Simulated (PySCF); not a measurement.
**Worked example: oscillator strength and radiative lifetime**

C₂H₆Cl₂Sn, SMILES [CH3][Sn]([CH3])([Cl])[Cl].

The structure is a stationary point at r2SCAN-D4/def2-SVP. The isomer is the one that the SMILES or the coordinates give; other isomers of the formula were not compared. The def2 effective core potentials stand for the cores of Sn; spin–orbit coupling is left out.

TDDFT-PBE0/def2-SVPD (PySCF) puts the first singlet state with f over 0.02 at 6.06 eV (vertical), with the transition dipole (0.815, -0.074, 0.172) in atomic units.

Q: Find the oscillator strength, the wavelength and the radiative lifetime that this transition would have in vacuum if emission retraced absorption.

A: 
|μ|² = 0.6993 au, so |μ| = 2.13 D. ΔE = 6.06/27.211 = 0.2227 hartree. f = (2/3) ΔE |μ|² = 0.104 (the program prints 0.104).
λ = 1239.84/6.06 = 205 nm; ν = 48877 cm⁻¹.
Einstein's coefficient A = 0.6670 ν² f s⁻¹ (ν in cm⁻¹) = 1.7e8 s⁻¹, so τ = 1/A = 6.0 ns. This state is S1. The figure is the radiative limit of this one transition; relaxation, internal conversion, crossing to triplets and a medium change what is measured.
